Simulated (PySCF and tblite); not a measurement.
The numbers below are computed, except where a source is named.
System: C4H8F2OSi, numbered as in [O:1]=[CH:2][C@@H:3]([F:4])[C@H:5]([SiH3:6])[CH2:7][F:8].

Motion: rotation about the C3–C5 bond (torsion C2–C3–C5–Si6 from 52° to -83°, falling). GFN2-xTB gives an electronic barrier of 7.2 kcal/mol and a reaction energy of 3.9 kcal/mol.

**Question.** What does PBE0/pcSseg-1 + D3(BJ) give on GFN2-xTB geometries?

**Answer.** A barrier of 5.5 kcal/mol, 1.7 below the tight-binding barrier (from unrounded values), a reaction energy of 0.2 kcal/mol and, with GFN2-xTB thermal terms, ΔG‡(298 K) = 5.8 kcal/mol and k = 3.6×10⁸ s⁻¹ (1 equivalent path).

Programs: tblite and PySCF.
